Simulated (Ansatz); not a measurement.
`C[C@H]1B[Si@@H]1F` + `C[N]=[Mo](=[O])([OH])[F]` → `C[N]=[Mo](=[O])([F])[O]C` + `F[SiH]1BC1`  (substitution at a C–C bond)

Isolated molecules relaxed with PBE0-D4/def2-TZVP in Ansatz; ΔE leaves out vibrations. CBS: MP2 limit from def2 TZ/QZ plus the TZ coupled-cluster correction, frozen cores. Functionals use def2-TZVPP. B3LYP here is the variant with VWN-RPA as its local correlation; programs differ in this. Elements past krypton have def2 core potentials. For Mo outer-core shells are correlated without core-valence functions, which leaves a few kJ/mol of doubt a bond. One conformer a species, not always the lowest.

Task: Is it downhill or uphill in electronic energy at CCSD(T)/CBS, and by how much? (Estimate.)

Result: Ansatz gave: Uphill: ΔE = +33.4 kJ/mol.

Task: What do these levels give: B3LYP-D4, ωB97X-V, B3LYP, MP2/def2-TZVPP, CCSD(T)/def2-TZVPP, MP2/def2-QZVPP? (Best estimate.)

Result: Ansatz gave: B3LYP-D4 34.6, ωB97X-V 23.3, B3LYP 31.4, MP2/def2-TZVPP 35.3, CCSD(T)/def2-TZVPP 33.3, MP2/def2-QZVPP 35.1 kJ/mol.

Largest T1 diagnostic among the species: 0.022, so the coupled-cluster value is less sure than usual.

From PBE to PBE0 (25 % exact exchange), in def2-TZVPP and without D4, ΔE moves by −5.8 kJ/mol. The D4 term adds +3.2 kJ/mol with B3LYP and +1.4 kJ/mol with PBE0; it sums over pairs of atoms, weighted by their polarisabilities, and B3LYP, whose exchange is more repulsive, gets the larger term. In def2-TZVPP, CCSD(T) changes the Hartree–Fock value by +21.0 kJ/mol (the triples alone add +3.2 kJ/mol) and MP2 by +23.0 kJ/mol.
